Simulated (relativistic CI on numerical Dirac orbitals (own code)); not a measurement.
**V⁺ in a cubic cluster: 3p photoemission with charge transfer**

Computed with a charge-transfer multiplet model of a cubic metal-ligand cluster with up to one ligand hole, Slater and spin-orbit integrals from Dirac-Coulomb-Breit ions, Slater integrals scaled by 0.8. The ground state mixes d4 with configurations of k ligand holes L, whose averages lie at kΔ + k(k − 1)U_dd/2; a core hole lowers each added d electron by U_cd. 300 K, Lorentzian 0.9 eV and Gaussian 0.8 eV FWHM.

Atomic integrals in eV (Slater integrals scaled, ζ unscaled), ground: F2dd 6.042, F4dd 3.713, zeta_d 0.015; with the core hole: F2dd 7.269, F4dd 4.522, zeta_d 0.020, zeta_core 0.529, F2cd 8.168, G1cd 10.192, G3cd 6.136.

Cluster parameters (eV): U_dd = 5.5, U_cd = 6.4, 10Dq = 1.15, 10Dq(ligand) = 0.6, V(eg) = 2.3, V(t2g) = -1.2, final-state hopping factor = 0.9.

```json
{"Case": "Δ = 4.1 eV", "n_d": "4.28", "d4": "0.72", "d5L": "0.28", "S": "2.00"}
{"Case": "Δ = 5.1 eV", "n_d": "4.24", "d4": "0.76", "d5L": "0.24", "S": "2.00"}
{"Case": "Δ = 7.1 eV", "n_d": "4.18", "d4": "0.82", "d5L": "0.18", "S": "2.00"}
```

Weights, n_d and S are thermal averages at 300 K. Binding energies count from the first peak over 30 % of the highest in each spectrum, which can be another peak from case to case. The parameters are a model scan and need not match a compound or its usual spin state. Peaks in eV (height, largest 100):
- Δ = 4.1 eV: 0.0 (100), 2.6 (38), 6.0 (25), 9.3 (11), 12.2 (19), 14.1 (20), 16.2 (21), 18.9 (6), 20.9 (6), 25.3 (5)
- Δ = 5.1 eV: 0.0 (100), 2.8 (38), 9.6 (11), 12.0 (19), 14.1 (20), 16.3 (21), 19.1 (7), 20.8 (6)
- Δ = 7.1 eV: 0.0 (100), 0.9 (93), 3.3 (39), 12.2 (21), 14.5 (20), 16.9 (23), 20.0 (6)

Curve for Δ = 7.1 eV (points under 2 left out, the grid thinned):

(E (eV), Intensity): (-4.1, 2.7), (-3.5, 3.5), (-2.8, 5.2), (-2.2, 8.2), (-1.5, 17.2), (-0.9, 43.4), (-0.3, 91.4), (0.4, 93.0), (1.0, 92.7), (1.7, 63.8), (2.3, 42.7), (2.9, 38.1), (3.6, 37.9), (4.2, 35.7), (4.9, 31.8), (5.5, 25.5), (6.2, 19.7), (6.8, 16.7), (7.4, 15.9), (8.1, 13.3), (8.7, 9.6), (9.4, 8.3), (10.0, 9.5), (10.6, 11.1), (11.3, 15.4), (11.9, 20.6), (12.6, 20.0), (13.2, 16.8), (13.8, 16.3), (14.5, 19.9), (15.1, 15.8), (15.8, 12.6), (16.4, 18.9), (17.1, 21.5), (17.7, 13.0), (18.3, 6.4), (19.0, 4.6), (19.6, 5.8), (20.3, 6.1), (20.9, 4.9), (21.5, 4.5), (22.2, 2.9), (24.6, 2.2), (25.3, 3.5), (25.9, 2.2)

For the case Δ = 7.1 eV, Δ = 7.1 eV is larger than U_dd = 5.5 eV, the Mott-Hubbard side of the Zaanen-Sawatzky-Allen scheme. With the core hole the configuration with one ligand hole lies at Δ − U_cd = -2.3, -1.3, 0.7 eV from the one without, in the order of the table; where this is negative the screened configuration lies lower, though the effective hopping of about 4.0 eV (from the holes of the mixed ground state) mixes the two strongly wherever it is as large as the gap.

With at most 1 ligand hole the space is cut while the next configuration still counts, so covalency is underestimated, and a final configuration with one more ligand hole, which can lie low, is missing from the spectra.
